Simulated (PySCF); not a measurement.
silene (CH4Si), SMILES C=[SiH2].

The structure is a stationary point at r2SCAN-D4/def2-TZVP.

All values below come from PySCF with PBE/def2-TZVPD.

The molecule is in vacuum.

Task: Estimate the frontier levels, gap, dipole moment and polarisability. (The exact figures need the calculation; the answer reports its results.)

Result: 
| Property | Result |
|---|---|
| highest occupied level | -5.68 eV |
| lowest empty level | -2.13 eV |
| orbital gap | 3.56 eV |
| dipole moment | 0.64 D |
| quadrupole, principal values (traceless, Buckingham form, about the centre of nuclear charge) | -2.44, 1.00, 1.44 D·Å |
| mean static polarisability | 48.4 bohr³ (7.17 Å³) |
| polarisability, principal values | 41.8, 42.1, 61.3 bohr³ |
